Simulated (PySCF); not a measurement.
Compound: C₇H₇F.
Geometry (GFN2-xTB, Å), atoms numbered from 1 in this order:
```xyz
15
C7H7F angstrom
C      2.444    0.984   -0.272
C      1.604    0.545    0.458
C      0.581   -0.006    1.320
C     -0.681   -0.396    0.526
C     -0.394   -1.437   -0.552
F     -1.572   -0.962    1.445
C     -1.306    0.785   -0.052
C     -1.848    1.752   -0.501
H      3.188    1.376   -0.898
H      0.963   -0.900    1.822
H      0.306    0.728    2.082
H      0.049   -2.323   -0.103
H     -1.321   -1.719   -1.047
H      0.292   -1.021   -1.284
H     -2.308    2.601   -0.910
```

Computed, not measured: TDDFT CAM-B3LYP/def2-SVPD, vertical, gas phase, core orbitals frozen in the response (PySCF 2.14.0, density-fitted response routines).

What does the calculation give for the low-lying excited states?

```
state  E (eV)  ν̃ (cm⁻¹)       f  |μ| (D)     main configurations (H = HOMO, L = LUMO)
   S1    6.33      51080  0.0003     0.11                   H→L+1 (40%), H-2→L+1 (39%)
   S2    6.59      53190  0.0000     0.03  H-1→L+2 (35%), H-1→L+1 (15%), H-1→L+3 (10%)
   S3    6.83      55090  0.0015     0.24    H-3→L+1 (30%), H→L+2 (18%), H-2→L+3 (10%)
   S4    6.89      55600  0.0019     0.27       H→L+2 (11%), H-1→L+6 (11%), H→L+1 (8%)
   S5    6.97      56180  0.0009     0.19         H→L+6 (15%), H→L+3 (12%), H→L+5 (9%)
   S6    7.07      57010  0.0011     0.21  H-3→L+2 (37%), H-3→L+3 (19%), H-3→L+7 (11%)
   S7    7.78      62790   0.025     0.92                                  H-1→L (77%)
   S8    7.80      62910   0.015     0.70                                    H→L (80%)
```

Triplets, Tamm–Dancoff:

```
state  E (eV)  λ (nm)   main configurations (H = HOMO, L = LUMO)
   T1    5.37   230.9                              H-3→L+1 (42%)
   T2    5.49   225.7  H-1→L+6 (13%), H→L+2 (13%), H-2→L+2 (10%)
   T3    5.80   213.8                 H-2→L+1 (33%), H→L+1 (30%)
```

The lowest singlet lies at 6.33 eV (196 nm, vacuum ultraviolet) and is dark (f under 0.0005); its leading configuration is HOMO→LUMO+1 (40%). The strongest level in the table is S7 at 7.78 eV (159 nm, f = 0.025). Löwdin shares by element: HOMO carbon 75% or more (atoms not listed hold the other 25%); LUMO (one of a set within 0.03 eV) carbon 51% or more (atoms not listed hold the other 49%). The oscillator strengths of these states sum to 0.045; summed over the whole spectrum of an exact calculation they would give the number of electrons, 58 (Thomas–Reiche–Kuhn). Of the 8 states listed, 2 reach f = 0.01 and 2 stay under 0.0005. Weighted by f, the mean energy of these states is 7.67 eV. Only the lowest 8 singlets were computed, as vertical energies without vibronic structure.

One conformer stands for the species.
